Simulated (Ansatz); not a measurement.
A geometry relaxed with B3LYP-D3(BJ)/def2-TZVP (Ansatz, a first-principles code), charge 0, multiplicity 1:

```xyz
13

C      1.2837    -0.6397     0.1791
C      0.5790     0.6031     0.6659
Si    -2.0499    -0.0872    -0.3601
H      1.6592    -1.2108     1.0348
C     -0.7132     0.8846     0.5085
H      1.2230     1.3020     1.1922
H     -2.6809     0.7704    -1.3898
N      3.3205    -0.0462    -1.3428
C      2.4248    -0.3178    -0.6753
H     -3.0888    -0.4812     0.6208
H      0.6070    -1.2929    -0.3716
H     -1.0461     1.8244     0.9453
H     -1.5183    -1.3085    -1.0069
```

Question: Write the SMILES of this molecule.

Answer: `N#CC/C=C\[SiH3]`
